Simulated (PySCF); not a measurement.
H4O4Ti, SMILES [Ti]([OH])([OH])([OH])[OH], multiplicity 1. Geometry optimised at PBE-D3(BJ)/def2-SVP. The multiplicity is an assumed one; no other spin state was optimised. The isomer is the one that the SMILES or the coordinates give; other isomers of the formula were not compared. Other conformers were not sampled.

### Question
Give the equilibrium geometry at PBE-D3(BJ)/def2-SVP (PySCF confirms it by a frequency run) as a Z-matrix, and its point group. (An estimate is asked for; the answer gives what the named calculation found.)

### Answer
This is not unique; one that fits is point group S4.
```
Ti
O 1 1.8092
H 2 0.9733 1 124.85
O 1 1.8092 2 110.18 3 102.82
H 4 0.9733 1 124.85 2 16.32
O 1 1.8092 2 108.05 3 -136.75
H 6 0.9733 1 124.85 2 -136.75
O 1 1.8092 2 110.18 3 -16.32
H 8 0.9733 1 124.85 2 -102.82
```
